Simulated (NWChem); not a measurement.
System: Si₂H₄, singlet; SMILES [SiH3][SiH]

Input file for NWChem:

```
start job
memory heap 200 mb stack 900 mb global 1100 mb
geometry units angstroms noautoz
  Si     0.088817     1.018412    -0.114164
  Si    -0.125907    -1.336986    -0.487465
  H     -1.247054     1.672523    -0.322110
  H      1.082741     1.703671    -0.998265
  H      0.497553     1.251218     1.312241
  H     -1.180397    -1.356096     0.627154
end
basis spherical
  Si library def2-tzvp
  H library def2-tzvp
end
dft
  xc m06-2x
  iterations 150
  mulliken
end
task dft energy
```

Parts of the log:

```
             Northwest Computational Chemistry Package (NWChem) 7.3.0
             --------------------------------------------------------

 C1  symmetry detected

                             Geometry "geometry" -> ""
                             -------------------------

 Output coordinates in angstroms (scale by  1.889725989 to convert to a.u.)

  No.       Tag          Charge          X              Y              Z
 ---- ---------------- ---------- -------------- -------------- --------------
    1 Si                  14.0000     0.02805773     1.07123232    -0.00008929
    2 Si                  14.0000     0.08044472    -1.32263806    -0.00009618
    3 H                    1.0000    -0.72276844     1.54615216    -1.21102499
    4 H                    1.0000     1.37345750     1.72620625    -0.00291992
    5 H                    1.0000    -0.71590328     1.54310932     1.21636009
    6 H                    1.0000    -1.45382019    -1.29578744     0.00018143

 Effective nuclear repulsion energy (a.u.)      73.5752948604

                                 NWChem DFT Module
                                 -----------------

 Summary of "ao basis" -> "ao basis" (spherical)
 ------------------------------------------------------------------------------
       Tag                 Description            Shells   Functions and Types
 ---------------- ------------------------------  ------  ---------------------
 Si                        def2-tzvp                13       37   5s5p2d1f
 H                         def2-tzvp                 4        6   3s1p

            General Information
            -------------------
          SCF calculation type: DFT
          Wavefunction type:  closed shell.
          No. of atoms     :     6
          No. of electrons :    32
           Alpha electrons :    16
            Beta electrons :    16
          Charge           :     0
          Spin multiplicity:     1
          Use of symmetry is: off; symmetry adaption is: off
          Maximum number of iterations: 150
          AO basis - number of functions:    98
                     number of shells:    42
          Convergence on energy requested:  1.00D-06
          Convergence on density requested:  1.00D-05
          Convergence on gradient requested:  5.00D-04

              XC Information
              --------------
                       M06-2X Method XC Functional
                     Hartree-Fock (Exact) Exchange  0.540
                        M06-2X Exchange Functional  1.000
                      M06-2X Correlation Potential  1.000

             Grid Information
             ----------------
          Grid used for XC integration:  medium
          Radial quadrature: Mura-Knowles
          Angular quadrature: Lebedev.
          Tag              B.-S. Rad. Rad. Pts. Rad. Cut. Ang. Pts.
          ---              ---------- --------- --------- ---------
          Si                  1.10       88          10.0       590
          H                   0.35       45          11.0       434
          Grid pruning is: on
          Number of quadrature shells:   356
          Spatial weights used:  Erf1

      Superposition of Atomic Density Guess
      -------------------------------------

 Sum of atomic energies:        -579.67005780

      Non-variational initial energy
      ------------------------------

 Total energy =    -579.961102
 1-e energy   =    -949.398358
 2-e energy   =     295.861961
 HOMO         =      -0.216321
 LUMO         =      -0.102526

     ---------------------------------------------
      Total Density - Mulliken Population Analysis
     ---------------------------------------------

    Atom       Charge   Shell Charges
 -----------   ------   -------------------------------------------------------
    1 Si  14    14.01   2.00  0.59  1.39  0.92  0.51  4.12  1.73  0.52  1.48  0.62  0.06  0.07  0.01
    2 Si  14    13.77   2.00  0.59  1.38  1.09  0.78  4.10  1.74  0.39  1.01  0.60  0.03  0.06  0.01
    3 H    1     1.03   0.22  0.53  0.27  0.01
    4 H    1     1.05   0.23  0.55  0.27  0.01
    5 H    1     1.03   0.22  0.53  0.27  0.01
    6 H    1     1.10   0.23  0.56  0.30  0.01

   convergence    iter        energy       DeltaE   RMS-Dens  Diis-err
 ---------------- ----- ----------------- --------- --------- ---------
 d= 0,ls=0.0,diis     1   -581.2464298919 -6.55D+02  4.88D-03  4.10D-01
 d= 0,ls=0.0,diis     2   -581.2685471950 -2.21D-02  2.04D-03  1.11D-02
 d= 0,ls=0.0,diis     3   -581.2689242845 -3.77D-04  5.58D-04  3.45D-03
 d= 0,ls=0.0,diis     4   -581.2695296010 -6.05D-04  2.02D-04  5.96D-05
 d= 0,ls=0.0,diis     5   -581.2695527125 -2.31D-05  5.27D-05  4.29D-06
  Resetting Diis
 d= 0,ls=0.0,diis     6   -581.2695541939 -1.48D-06  1.09D-05  2.71D-07
 d= 0,ls=0.0,diis     7   -581.2695542632 -6.93D-08  4.88D-06  3.03D-08

         Total DFT energy =     -581.269554263202
      One electron energy =     -951.269172535643
           Coulomb energy =      339.614725477795
    Exchange-Corr. energy =      -43.190402065768
 Nuclear repulsion energy =       73.575294860415

 Numeric. integr. density =       31.999987581047

                       DFT Final Molecular Orbital Analysis
                       ------------------------------------

 Vector   14  Occ=2.000000D+00  E=-4.029354D-01
              MO Center= -4.7D-01,  1.4D+00,  3.6D-02, r^2= 2.2D+00
   Bfn.  Coefficient  Atom+Function         Bfn.  Coefficient  Atom+Function
  ----- ------------  ---------------      ----- ------------  ---------------
    17      0.312423  1 Si pz                88      0.224032  5 H  s
    76     -0.214705  3 H  s                 87      0.141736  5 H  s
    89      0.141271  5 H  s                 75     -0.135839  3 H  s
    77     -0.135243  3 H  s                  8     -0.123633  1 Si pz
    14      0.120284  1 Si pz                20      0.107696  1 Si pz

[...]
```

Level: M06-2X/def2-TZVP. Low-valent species are run as closed-shell singlets; no triplet was tried in these runs. All runs use the structure optimised with PBE0/def2-SVP.
